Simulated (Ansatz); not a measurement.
A geometry relaxed with B3LYP-D3(BJ)/def2-TZVP run with Ansatz (a first-principles code), charge 0, multiplicity 1:

```xyz
13

H     -2.7241     0.0507    -0.4986
H      0.6808    -1.9656    -0.5541
H     -0.3996     2.0205    -0.4381
H     -1.8195    -2.1184     0.1144
H      1.2948     1.6774    -0.0498
C     -0.0206    -0.0424    -0.0021
C      0.2636     1.4185     0.1894
C      2.2535    -0.5459    -0.7290
C      0.9101    -0.9146    -0.4229
H     -2.0893    -0.3715     1.7801
Si    -1.7551    -0.6621     0.3663
N      3.3422    -0.2593    -0.9792
H      0.0632     1.7126     1.2235
```

Question: Write the SMILES of this molecule.

Answer: `C/C([SiH3])=C\C#N`
